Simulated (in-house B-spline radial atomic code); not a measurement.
Results of a calculation; reference values are marked as such.
## Work functions and surface energies across electron densities: Sb, Mg, Cu, Ag, Li, Ca, Sr, Ba, Rb

The positive ions are smeared into a uniform slab; the electrons are solved self-consistently in the LDA (PW92) on a fine grid across the film. Stabilised jellium adds, inside the slab, the constant potential −n de/dn that makes the bulk stable at the metal's density. No lattice, so no dependence on crystal face. Atomic units unless named.

Thick-film averages; measured work functions from the table in Wikipedia's article on work functions.

```json
{"metal": "Sb", "r_s (bohr)": "2.14", "Φ jellium (eV)": "3.75", "Φ stabilised (eV)": "4.21", "Φ measured (eV)": "4.55 to 4.70", "σ jellium (J/m²)": "-0.409", "σ stabilised (J/m²)": "0.865"}
{"metal": "Mg", "r_s (bohr)": "2.65", "Φ jellium (eV)": "3.53", "Φ stabilised (eV)": "3.81", "Φ measured (eV)": "3.66", "σ jellium (J/m²)": "0.167", "σ stabilised (J/m²)": "0.531"}
{"metal": "Cu", "r_s (bohr)": "2.67", "Φ jellium (eV)": "3.52", "Φ stabilised (eV)": "3.79", "Φ measured (eV)": "4.53 to 5.10", "σ jellium (J/m²)": "0.174", "σ stabilised (J/m²)": "0.521"}
{"metal": "Ag", "r_s (bohr)": "3.02", "Φ jellium (eV)": "3.35", "Φ stabilised (eV)": "3.53", "Φ measured (eV)": "4.26 to 4.74", "σ jellium (J/m²)": "0.225", "σ stabilised (J/m²)": "0.378"}
{"metal": "Li", "r_s (bohr)": "3.26", "Φ jellium (eV)": "3.23", "Φ stabilised (eV)": "3.37", "Φ measured (eV)": "2.9", "σ jellium (J/m²)": "0.220", "σ stabilised (J/m²)": "0.306"}
{"metal": "Ca", "r_s (bohr)": "3.27", "Φ jellium (eV)": "3.23", "Φ stabilised (eV)": "3.36", "Φ measured (eV)": "2.87", "σ jellium (J/m²)": "0.220", "σ stabilised (J/m²)": "0.304"}
{"metal": "Sr", "r_s (bohr)": "3.54", "Φ jellium (eV)": "3.10", "Φ stabilised (eV)": "3.19", "Φ measured (eV)": "about 2.59", "σ jellium (J/m²)": "0.202", "σ stabilised (J/m²)": "0.243"}
{"metal": "Ba", "r_s (bohr)": "3.7", "Φ jellium (eV)": "3.03", "Φ stabilised (eV)": "3.09", "Φ measured (eV)": "2.52 to 2.70", "σ jellium (J/m²)": "0.188", "σ stabilised (J/m²)": "0.214"}
{"metal": "Rb", "r_s (bohr)": "5.31", "Φ jellium (eV)": "2.44", "Φ stabilised (eV)": "2.36", "Φ measured (eV)": "2.261", "σ jellium (J/m²)": "0.083", "σ stabilised (J/m²)": "0.072"}
```

(1) Where do the two models part, and which lies nearer to measurement?

Answers

(1) They differ by +0.46 eV for Sb and -0.08 eV for Rb; the stabilising potential vanishes near r_s = 4.2, where jellium is in equilibrium. Against the middle of the measured ranges the mean absolute misses are 0.59 eV (jellium) and 0.52 eV (stabilised). The largest miss of the stabilised model is -1.02 eV, for Cu, a noble metal whose d shell the model lacks. Plain jellium has a negative surface energy for Sb.
